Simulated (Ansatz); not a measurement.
Mulliken charges of ClGe2H5 (`[Cl][GeH2][GeH3]`) from r2SCAN/def2-TZVPP in Ansatz (PBE0-D4/def2-TZVP geometry).

| atom | x (Å) | y (Å) | z (Å) | charge (e) |
| --- | --- | --- | --- | --- |
| Cl1 | -2.335 | 1.256 | -0.169 | -0.330 |
| Ge2 | -0.406 | 0.608 | -0.915 | 0.272 |
| Ge3 | 0.627 | -0.697 | 0.845 | 0.049 |
| H4 | -0.692 | -0.198 | -2.192 | 0.000 |
| H5 | 0.368 | 1.888 | -1.266 | 0.000 |
| H6 | 0.794 | 0.182 | 2.090 | 0.005 |
| H7 | 2.005 | -1.196 | 0.380 | -0.003 |
| H8 | -0.269 | -1.899 | 1.171 | 0.005 |

Q: By hand: the dipole of these point charges (1 e Å = 4.8032 D).

A: Σ q r = (0.687, -0.288, -0.137) e Å, of length 0.757 e Å = 3.64 D.

Q: How does the dipole of the full density compare? (Best estimate.)

A: The calculation gave: (0.390, -0.169, -0.067) e Å, 2.07 D; the point charges give 1.76 times that, at 2° from its direction.

Point charges leave out the atoms' own dipoles, such as those of lone pairs, and Mulliken's split depends on the basis, so the two needn't agree.
